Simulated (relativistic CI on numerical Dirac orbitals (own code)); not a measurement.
Radial Dirac CI calculation of Pt³⁺.

Command:

```sh
python run_levels.py task.json out
```

Input:

```
atom Pt  Z=78  charge=3  electrons=75
nucleus A=195  rms_radius_fm=5.4270
hamiltonian dirac-coulomb  breit=on  qed=on  c_scale=1
orbitals kli  potential=per-configuration
slater_scale 1
correlation none
mixing on
grid step=0.0125 r_max=64.9
scf mixing=0.4 start=green max_iterations=150 tolerance=2e-08 node_fill=0.05
configurations
  [Xe] 4f14 5d7
  [Xe] 4f14 5d6 6s
end
```

Output:

```
SCF 1: [Xe] 4f14 5d7
 iter      energy (Ha)   residual   last orbital (Ha)
    1    -18372.632518   3.93e+00     -4.31876
    2    -18428.675525   1.02e+00     -2.24796
    3    -18432.359440   2.48e-01     -1.65772
    4    -18432.705993   1.87e-01     -1.69397
    5    -18432.773177   3.00e-02     -1.61045
    6    -18432.778826   3.31e-03     -1.63167
    7    -18432.780288   7.03e-03     -1.63034
    8    -18432.779289   1.53e-03     -1.62665
    9    -18432.779493   1.44e-04     -1.62705
   10    -18432.779512   2.59e-06     -1.62710
   11    -18432.779512   9.48e-08     -1.62711
   12    -18432.779512   1.30e-08     -1.62711
SCF 2: [Xe] 4f14 5d6 6s
 iter      energy (Ha)   residual   last orbital (Ha)
    1    -18374.534473   3.89e+00     -2.46481
    2    -18428.476699   1.02e+00     -1.64687
    3    -18432.102380   2.48e-01     -1.38703
    4    -18432.438455   1.83e-01     -1.38997
    5    -18432.499103   2.47e-02     -1.35032
    6    -18432.504505   2.50e-03     -1.35559
    7    -18432.505496   6.15e-03     -1.35508
    8    -18432.504615   7.76e-04     -1.35346
    9    -18432.504752   5.47e-05     -1.35351
   10    -18432.504749   1.86e-05     -1.35348
   11    -18432.504747   1.84e-07     -1.35348
   12    -18432.504747   1.14e-07     -1.35348
   13    -18432.504747   1.60e-09     -1.35348
orbital energies (Ha): 4d5/2 -12.5938  4f5/2 -4.2128  4f7/2 -4.0864  5s -5.2353  5p1/2 -3.9569  5p3/2 -3.4061  5d3/2 -1.6865  5d5/2 -1.6271
configuration averages (Ha): Dirac-Coulomb, Breit, QED
  5d7                         -18432.779512   20.694162   14.148747
  5d6 6s                      -18432.504747   20.695214   14.150455
levels: no., configuration, term, J, E (cm-1), weight
   1 5d7                    4F   9/2              0.0  0.86
   2 5d7                    4F   7/2           8680.3  0.96
   3 5d7                    4F   5/2          11034.6  0.72
   4 5d7                    4F   3/2          11123.1  0.36
   5 5d7                    4P   3/2          16160.7  0.39
   6 5d7                    4P   5/2          17685.0  0.81
   7 5d7                    2G   9/2          19549.3  0.63
   8 5d7                    4P   1/2          21620.8  0.71
   9 5d7                    2G   7/2          26017.5  0.86
  10 5d7                    2H   11/2         26627.5  0.99
  11 5d7                    4P   3/2          28784.5  0.37
  12 5d7                    2D   5/2          29880.9  0.76
  13 5d7                    2P   1/2          34466.0  0.72
  14 5d7                    2H   9/2          35677.4  0.75
lowest total energy -18398.064172 Ha
end: converged
```

With so few configurations and no correlation, terms lie too far apart (by 10 to 50 % or more near neutrality), their order can be wrong, and levels of other configurations are missing.
